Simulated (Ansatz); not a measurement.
**Swapping NH2 for Br on In: the atomisation energy**

On one In centre, n of the NH2 ligands are replaced by Br. The atomisation energy (no zero-point term) y in kJ/mol at CCSD(T)/def2-TZVPP. Shapes, held fixed at every level: PBE0-D4/def2-TZVP. Programs: Ansatz 0.2.0.

| molecule | n | y (kJ/mol) |
| --- | --- | --- |
| In(NH2)3 | 0 | 2963 |
| In(NH2)2Br | 1 | ? |
| In(NH2)Br2 | 2 | 1575 |
| InBr3 | 3 | 862 |

**Question.** Fit y = c + s·n to the known rows and predict In(NH2)2Br.

**Answer.** 
1. Means of the 3 rows: n = 1.66667, y = 1800.0.
2. Σ(Δn)² = 4.6667, Σ(Δn·Δy) = -3264, so the slope is -3264/4.6667 = -699.42.
3. Intercept: 1800.0 − (-699.42) × 1.66667 = 2965.7. The largest residual of the fit is 8.1.
4. In(NH2)2Br: 2965.7 + (-699.42) × 1 = 2266 kJ/mol.

The run gave 2276 kJ/mol, so the prediction is off by -10 kJ/mol, about the scatter of the fit. The steps per swap are -687, -701, -713 kJ/mol. The slope is the difference between a In–Br and a In–NH2 bond with the ligands’ own bonds. Other levels give for In(NH2)2Br: PBE-D4/def2-TZVPP 2399; B3LYP-D4/def2-TZVPP 2340; MP2/def2-TZVPP 2310 kJ/mol. Spin-orbit coupling of the free atoms (NH2 0, Br 15 kJ/mol each; the atoms kept shift only the intercept) is left out. For atoms past krypton def2 sets carry core potentials with scalar relativity. Relativity is left out for Br unless named. Correlated rows may include outer-core shells of Br, In, which these sets cover unevenly.
